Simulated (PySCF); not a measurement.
**Polarisability and C₆ of F²⁺ (fluorine, charge +2)**

[He] 2s2 2p3, high-spin 4S determinant. All numbers are calculated (PySCF 2.14, no relativity, point nucleus, in aug-cc-pVDZ (4s3p2d, 23 functions)). Coupled (time-dependent) response in atomic units; α is the mean over directions. A double-zeta set is small for polarisabilities.

```csv
method,mean α (bohr³),C₆ (like pair),S(−4)
UHF,1.283,1.587,1.528
PBE,1.248,1.594,1.239
PBE0,1.247,1.581,1.269
BP86,1.253,1.605,1.237
TPSS,1.262,1.617,1.269
```

S(−4) is the Cauchy moment in α(ω) = α(0) + S(−4) ω² + …

α(iu) at BP86:

```tsv
u (hartree)	α(iu) (bohr³)
0	1.253
0.0500	1.250
0.100	1.241
0.200	1.207
0.300	1.157
0.500	1.036
0.750	0.8882
1.00	0.7638
1.50	0.5759
2.00	0.4437
3.00	0.2787
5.00	0.1338
```

For an ion, C₆ is the dispersion term alone; charge-induced terms of lower order in 1/R come first.
